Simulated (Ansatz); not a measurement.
A run for Ansatz (a program for electronic structure): R-BLYP/def2-TZVPP on C3H4Li2 (SMILES [Li][C]1([Li])CC1).

Ansatz 0.2 input:
```yaml
crystal:
  periodic: [false, false, false]
  atoms:
    - {symbol: C, position_ang: [0.82524480, 0.07307408, -0.03117797]}
    - {symbol: C, position_ang: [-0.40673112, -0.77879806, 0.18089800]}
    - {symbol: C, position_ang: [-0.54910822, 0.69464327, -0.14485030]}
    - {symbol: Li, position_ang: [1.95187346, -1.27422042, 0.24897340]}
    - {symbol: Li, position_ang: [1.67703362, 1.59353007, -0.38591344]}
    - {symbol: H, position_ang: [-0.77573899, -1.46218872, -0.58796474]}
    - {symbol: H, position_ang: [-0.74382048, -1.06840452, 1.17931670]}
    - {symbol: H, position_ang: [-0.97339113, 1.30802424, 0.65394322]}
    - {symbol: H, position_ang: [-1.00536193, 0.91424006, -1.11332488]}
basis:
  gaussian:
    orbitals: def2-TZVPP
hamiltonian:
  xc: {name: BLYP}
scf: {lower_state_search: off}
```

**Question.** What total energy does the run end on?

**Answer.** -131.6365 hartree.
